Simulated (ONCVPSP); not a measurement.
## Cutoff test, bismuth, ONCV

bismuth (Bi), optimised norm-conserving Vanderbilt (ONCV), made with ONCVPSP 4.0.1 (LDA (Perdew-Zunger), scalar-relativistic). Core [Kr] 4d10 4f14, reference 5s2 5p6 5d10 6s2 6p3. Waves: 5s+6s: rc 1.45 bohr, ncon 4, nbas 9, qcut 8.1 1/bohr, 2 projectors; 5p+6p: rc 1.60 bohr, ncon 4, nbas 9, qcut 7 1/bohr, 2 projectors; 5d: rc 1.85 bohr, ncon 4, nbas 8, qcut 8.9 1/bohr, 2 projectors, debl 2.2 Ha. Local part: polynomial inside 1.45 bohr (lpopt 5, dvloc0 0 Ha). Core correction: Teter function, fcfact 3.25, rcfact 1.4.

Task: For each optimised wave give the share of its norm inside rc, the residual kinetic energy above qcut (Ha) and the cutoffs (Ha) for errors of 10, 1, 0.1 and 0.01 mHa per electron.

Result:

| wave | norm inside rc | residual KE | 10 mHa | 1 mHa | 0.1 mHa | 0.01 mHa |
| --- | --- | --- | --- | --- | --- | --- |
| 5s | 0.978 | 1.9e-05 | 19.2 | 25.3 | 29.5 | 52.3 |
| 6s | 0.138 | 5.7e-05 | 18.9 | 26.1 | 31.3 | 85.9 |
| 5p | 0.965 | 9.8e-06 | 15.6 | 19.1 | 22.1 | 24.6 |
| 6p | 0.063 | 1.3e-05 | 12.3 | 16.2 | 19.4 | 33.7 |
| 5d | 0.899 | 1.0e-07 | 21.1 | 26.2 | 30.5 | 33.9 |
| d projector 2 | 0.078 | 5.6e-08 | 18.1 | 23.9 | 28.9 | 32.9 |

The occupied waves need 26 Ha and 31 Ha for 1 and 0.1 mHa.
